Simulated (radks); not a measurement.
Isoelectronic series with 14 electrons, each ion in its NIST ground configuration. All-electron calculation, Dirac Kohn-Sham, PBE, spin-unpolarised, spherical densities, finite nucleus; open shells fill j = l - 1/2 first; Fermi nuclear charge, rms radius of each element as measured or else 0.836 A^(1/3) + 0.57 fm. Program: a radial shooting solver on a logarithmic mesh with Libxc functionals. Total energies (hartree) and mean radii <r> (bohr):

ion    configuration  E (hartree)   3p1/2   3s1/2
Rb23+   [Ne] 3s2 3p2  -2642.75056  0.4236  0.4387
Zr26+   [Ne] 3s2 3p2  -3134.21242  0.3821  0.3975
Tc29+   [Ne] 3s2 3p2  -3670.25508  0.3478  0.3630
Pd32+   [Ne] 3s2 3p2  -4251.71794  0.3188  0.3338
In35+   [Ne] 3s2 3p2  -4879.53682  0.2941  0.3087
Te38+   [Ne] 3s2 3p2  -5554.74711  0.2726  0.2868
Cs41+   [Ne] 3s2 3p2   -6278.5126  0.2538  0.2676
Ce44+   [Ne] 3s2 3p2   -7052.1121  0.2372  0.2506
Pm47+   [Ne] 3s2 3p2   -7876.9700  0.2224  0.2354
Gd50+   [Ne] 3s2 3p2   -8754.6398  0.2091  0.2217
